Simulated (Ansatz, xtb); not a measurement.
# Redistribution: C3H7Cl + C2H4FI → C3H7I + C2H4ClF

Species: C3H7Cl (1-chloropropane) `CCCCl`, singlet; C2H4FI `CC(F)I`, singlet; C3H7I (1-iodopropane) `CCCI`, singlet; C2H4ClF (1-chloro-1-fluoroethane) `CC(F)Cl`, singlet. The partners trade Cl for I; both sit on C, so the bond types are kept.

Shapes, held fixed at every level: PBE0-D4/def2-TZVP. Flexible molecules stand in one conformer, not always the lowest. Programs: Ansatz 0.2.0, xtb 6.7.1. Electronic energies: no zero-point or thermal term.

```json
{"level": "GFN1-xTB", "kind": "semi-empirical", "ΔE (kJ/mol)": "-2.0", "less CCSD(T)/def2-TZVPP": "+13.1", "CPU time (sum over the molecules)": "0.13 s"}
{"level": "r2SCAN-D4/def2-TZVPP", "kind": "meta-GGA", "ΔE (kJ/mol)": "-12.0", "less CCSD(T)/def2-TZVPP": "+3.1", "CPU time (sum over the molecules)": "39 s"}
{"level": "B3LYP-D4/def2-TZVPP", "kind": "global hybrid", "ΔE (kJ/mol)": "-11.0", "less CCSD(T)/def2-TZVPP": "+4.1", "CPU time (sum over the molecules)": "37 s"}
{"level": "wB97M-V/def2-TZVPP", "kind": "range-separated hybrid", "ΔE (kJ/mol)": "-13.8", "less CCSD(T)/def2-TZVPP": "+1.3", "CPU time (sum over the molecules)": "89 s"}
{"level": "wB97X-V/def2-TZVPP", "kind": "range-separated hybrid", "ΔE (kJ/mol)": "-13.4", "less CCSD(T)/def2-TZVPP": "+1.7", "CPU time (sum over the molecules)": "62 s"}
{"level": "B2PLYP/def2-TZVPP", "kind": "double hybrid", "ΔE (kJ/mol)": "-12.7", "less CCSD(T)/def2-TZVPP": "+2.4", "CPU time (sum over the molecules)": "47 s"}
{"level": "MP2/def2-TZVPP", "kind": "perturbation theory", "ΔE (kJ/mol)": "-16.2", "less CCSD(T)/def2-TZVPP": "-1.1", "CPU time (sum over the molecules)": "–"}
{"level": "CCSD(T)/def2-TZVPP", "kind": "coupled cluster or CI", "ΔE (kJ/mol)": "-15.1", "less CCSD(T)/def2-TZVPP": "0.0", "CPU time (sum over the molecules)": "17 min"}
```

The highest level, CCSD(T)/def2-TZVPP, gives ΔE = -15.1 kJ/mol; the levels span -16.2 to -2.0. The column of differences is taken from that level and isn't an error. No measured value is set beside it here. For atoms past krypton def2 sets carry core potentials with scalar relativity. Outer-core shells of I are correlated, in sets that cover them unevenly. Times are processor times on shared x86 and Arm servers, and rough.
